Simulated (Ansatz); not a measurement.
Cartesian coordinates in Å:
```
F -0.1543 -0.3854 1.6781
C 0.2614 -0.4104 0.3805
B -0.1426 0.7235 -0.5677
S -1.0573 -0.7239 -0.8699
H 1.1286 -1.0555 0.2789
H -0.0358 1.8517 -0.9000
```

Total charge 0; spin multiplicity 1.

**Question.** List the PBE/def2-TZVPP orbital energies in eV (Ansatz 0.2.0). (An estimate is asked.)

**Answer.** Computed: Occupied: -2396.47, -660.28, -271.82, -209.42, -177.96, -155.54, -155.44, -155.42, -30.48, -20.67, -15.71, -12.88, -12.77, -11.47, -10.57, -9.37, -7.96, -7.40, -6.90. Lowest empty: -2.68, -0.97, 0.81, 0.94, 1.65, 1.78, 1.99, 2.85.
